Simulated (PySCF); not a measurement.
# What a mistake does to a calculation on CClGe2H5

These are calculations, not measurements. They come from PySCF 2.14.0, an open-source quantum chemistry program, on an isolated molecule that a program drew, which may never have been made. The molecule is CClGe2H5 (charge 0, singlet), drawn as the SMILES string `[Cl][GeH2][CH2][GeH]`.

Each row is a Hartree-Fock (HF) and frozen-core CCSD(T) single point in the cc-pV(D+d)Z basis, meant for a local HF minimum. Run 1 is clean. Each other run has one planted mistake out of seven kinds, and not every kind appears here: one electron removed, one electron added, multiplicity raised by two, geometry at a saddle point, minimal basis STO-3G, one bond length entered in bohr, all coordinates scaled. The reference is restricted for singlets and unrestricted otherwise, and also for a bond in bohr. Adding or removing an electron swaps singlet and doublet. Electrons count all cores. HOMO and LUMO are orbital energies over both spins, the gradient is its largest component, and the lowest frequency (negative if imaginary) is given only where the gradient is small. Bond lengths are over the 8 bonds as drawn. T1 is the CCSD diagnostic: over 0.02 (restricted) or 0.045 (unrestricted) a single reference is doubtful. Germanium has the cc-pVDZ-PP basis, with a core potential (ECP10MDF) in place of its 10 inner electrons, and its 3s, 3p and 3d shells are frozen in CCSD(T).

Geometry of the clean run:
```xyz
9
CClGe2H5, angstrom
Cl   -2.2632    1.7123   -1.4421
Ge   -0.2720    1.0245   -0.7482
C    -0.6674   -0.5219    0.3572
Ge   -2.4548   -1.3192   -0.1860
H     0.3195    2.2289   -0.0236
H     0.4945    0.6947   -2.0224
H     0.1280   -1.2590    0.2018
H    -0.6807   -0.2302    1.4091
H    -1.9486   -1.7463   -1.6290
```

| run | electrons | basis functions | <S^2> | HOMO (eV) | LUMO (eV) | gradient (hartree/bohr) | lowest frequency (cm^-1) | mean bond (Å) | longest bond (Å) | T1 | HF (hartree) | CCSD(T) (hartree) | mistake |
|---|---|---|---|---|---|---|---|---|---|---|---|---|---|
| 1 | 92 | 108 | 0.000 | -8.81 | 0.82 | 3.9e-05 | 52 | 1.6267 | 2.218 | 0.0112 | -1087.05140 | -1087.57963 | no fault |
| 2 | 92 | 108 | 0.959 | -8.61 | 0.55 | 7.5e-03 | - | 1.7963 | 2.882 | 0.0406 | -1086.95016 | -1087.46561 | one bond length entered in bohr |
| 3 | 92 | 108 | 2.005 | -7.42 | -0.26 | 3.5e-02 | - | 1.6267 | 2.218 | 0.0133 | -1087.00211 | -1087.51363 | multiplicity raised by two |
| 4 | 91 | 108 | 0.772 | -16.04 | -6.84 | 4.3e-02 | - | 1.6267 | 2.218 | 0.0172 | -1086.76460 | -1087.26770 | one electron removed |
| 5 | 93 | 108 | 0.764 | -0.78 | 7.13 | 2.4e-02 | - | 1.6267 | 2.218 | 0.0132 | -1087.04984 | -1087.58838 | ? |
| 6 | 92 | 108 | 0.000 | -8.62 | 1.09 | 4.5e-02 | - | 1.5421 | 2.103 | 0.0104 | -1087.02717 | -1087.55043 | ? |

**Which mistake was planted in run 5, and what did it cost?**

It counts 93 electrons, one more than the clean run, at the same geometry and basis. So the mistake is: one electron added. Subtracting run 1 and multiplying by 627.51 kcal/mol a hartree, the energy moved by 1.0 kcal/mol in HF and -5.5 kcal/mol in CCSD(T).

**Which mistake was planted in run 6, and what did it cost?**

The mean and the longest bond both change by the same factor, 0.948, and the gradient is no longer small. So the mistake is: all coordinates scaled. Subtracting run 1 and multiplying by 627.51 kcal/mol a hartree, the energy moved by 15.2 kcal/mol in HF and 18.3 kcal/mol in CCSD(T).

